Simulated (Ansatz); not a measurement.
`[SiH3][GeH2][SH]` + H₂O → `[OH][GeH2][SH]` + SiH₄ at 400 K and 1 bar (formal hydrolysis of a Ge–Si bond).

Isolated molecules relaxed with PBE0-D4/def2-TZVP in Ansatz; ΔE leaves out vibrations. CCSD(T)/CBS adds triple-zeta CCSD(T) − MP2 to the extrapolated MP2 energy (def2 sets, frozen cores). This one scheme is used for every species. For Ge outer-core shells are correlated without core-valence functions, which leaves a few kJ/mol of doubt a bond. Scalar relativity is left out up to krypton. One conformer a species, not always the lowest.

```
           species  CCSD(T)/CBS energy (Eh)  H − E (kJ/mol)  S (J/(mol·K))
`[SiH3][GeH2][SH]`              -2766.58811           163.2          387.7
               H₂O                -76.37941            69.8          198.6
  `[OH][GeH2][SH]`              -2551.50958           129.2          341.2
              SiH₄               -291.46306            96.9          218.6
```

H − E and S are ideal-gas, rigid-rotor, harmonic terms from PBE0-D4/def2-TZVP, for one conformer and one mirror image of each species. 1 Eh = 2625.50 kJ/mol, R = 8.31446 J/(mol·K).

**Question.** By hand: ΔE, ΔH, ΔS and ΔG.

**Answer.** ΔE = (-2551.50958) + (-291.46306) − (-2766.58811) − (-76.37941) = -0.00512 Eh = -13.4 kJ/mol. Δ(H − E) = 129.2 + 96.9 − 163.2 − 69.8 = -6.9, so ΔH = -20.3 kJ/mol. ΔS = 341.2 + 218.6 − 387.7 − 198.6 = -26.5 J/(mol·K). ΔG = -20.3 − 400 × (-26.5)/1000 = -9.7 kJ/mol.

**Question.** By hand: the equilibrium constant, and the temperature at which ΔG would vanish if ΔH and ΔS stayed fixed.

**Answer.** log₁₀ K = −ΔG/(RT ln 10) = 1.3. ΔG = 0 at ΔH/ΔS = 766 K.

TΔS isn't small against ΔH here. A doubt of 5 kJ/mol in ΔE shifts log₁₀ K by 0.7 here. Other conformers and mirror images would add mixing entropy, several J/(mol·K) or more a flexible species. These are equilibria of isolated gas molecules and say nothing of rates. Largest T1 diagnostic: 0.012 (customary marks: 0.02 for closed shells, 0.045 for open ones).
